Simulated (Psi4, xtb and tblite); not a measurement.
Two geometries of Sr(iPrCp)2, C16H22Sr, singlet, relaxed at GFN2-xTB with one dihedral held; other torsions can differ between them too.

Structure A

```
39

Sr     0.7334     0.2480     2.3756
C      3.8096    -1.8389     0.2496
C      2.8189    -1.2086    -0.7270
C      1.5972    -2.1226    -0.8685
C      2.3925     0.1765    -0.3149
C      1.5042     0.9835    -1.0098
C      1.3672     2.2149    -0.3396
C      2.1442     2.1796     0.7955
C      2.7993     0.8906     0.8404
H      4.0997    -2.8277    -0.1010
H      3.3594    -1.9439     1.2425
H      4.7094    -1.2340     0.3333
H      3.3039    -1.1428    -1.7111
H      0.8803    -1.7000    -1.5671
H      1.1062    -2.2437     0.1041
H      1.8940    -3.1051    -1.2323
H      1.0515     0.7436    -1.9583
H      0.7867     3.0560    -0.6853
H      2.4039     3.0195     1.4289
H      3.7263     0.7285     1.3765
C     -4.3209     0.1865    -1.1810
C     -2.7925     0.2974    -1.1251
C     -2.3422     1.6586    -1.6540
C     -2.3226     0.0532     0.2786
C     -1.8585    -1.1719     0.7681
C     -1.6293    -1.0538     2.1359
C     -1.9878     0.3038     2.5076
C     -2.4116     0.9485     1.3585
H     -4.6780     0.3297    -2.1992
H     -4.7753     0.9418    -0.5435
H     -4.6425    -0.7926    -0.8329
H     -2.3693    -0.4837    -1.7683
H     -1.2622     1.7554    -1.5789
H     -2.8028     2.4615    -1.0836
H     -2.6308     1.7730    -2.6974
H     -1.7444    -2.0740     0.1863
H     -1.5706    -1.8790     2.8369
H     -2.1766     0.6280     3.5238
H     -2.7850     1.9590     1.3127
```

Structure B

```
39

Sr     0.8676     0.4906     2.6142
C      3.5920    -1.9348    -0.7436
C      2.2538    -1.1987    -0.8323
C      1.1541    -2.0467    -0.1785
C      2.3236     0.1711    -0.2150
C      1.7251     1.3203    -0.7199
C      2.0144     2.4073     0.1218
C      2.7742     1.9467     1.1777
C      2.9724     0.5232     0.9855
H      3.5460    -2.8735    -1.2926
H      3.8400    -2.1596     0.2928
H      4.3881    -1.3266    -1.1664
H      1.9967    -1.0746    -1.8915
H      0.2028    -1.5131    -0.1865
H      1.4246    -2.2849     0.8572
H      1.0277    -2.9829    -0.7199
H      1.1930     1.3883    -1.6544
H      1.7297     3.4325    -0.0578
H      3.3386     2.5517     1.8774
H      3.7913    -0.0217     1.4399
C     -4.1021     0.0482    -1.1420
C     -2.6436    -0.3709    -0.9217
C     -1.7679     0.1655    -2.0539
C     -2.1880     0.1035     0.4274
C     -2.1095    -0.6835     1.5719
C     -1.7837     0.1342     2.6628
C     -1.6753     1.4869     2.1513
C     -1.9280     1.4420     0.7988
H     -4.4662    -0.3209    -2.0990
H     -4.1863     1.1324    -1.1324
H     -4.7336    -0.3505    -0.3512
H     -2.5977    -1.4672    -0.9345
H     -0.7322    -0.1348    -1.9127
H     -1.8111     1.2511    -2.0869
H     -2.1123    -0.2205    -3.0118
H     -2.3151    -1.7427     1.6243
H     -2.0058    -0.1020     3.6969
H     -1.6496     2.3776     2.7690
H     -1.9612     2.2938     0.1398
```

**Question.** Which is lower in energy at the level PBE0-D3(BJ)/def2-SVP, def2 effective core potentials past Kr // GFN2-xTB (Psi4), and by how much?

**Answer.** A is lower, by 1.41 kJ/mol (dihedral C6–C5–C3–C2: 180° in A, 140° in B).

E(B) − E(A) in kJ/mol at the other levels, on the same two geometries: GFN2-xTB (xtb and tblite) -1.62; PBE0/def2-SVP, def2 effective core potentials past Kr // GFN2-xTB (Psi4) 3.24; PBE/def2-SVP, def2 effective core potentials past Kr // GFN2-xTB (Psi4) 3.14; PBE-D3(BJ)/def2-SVP, def2 effective core potentials past Kr // GFN2-xTB (Psi4) 1.24.
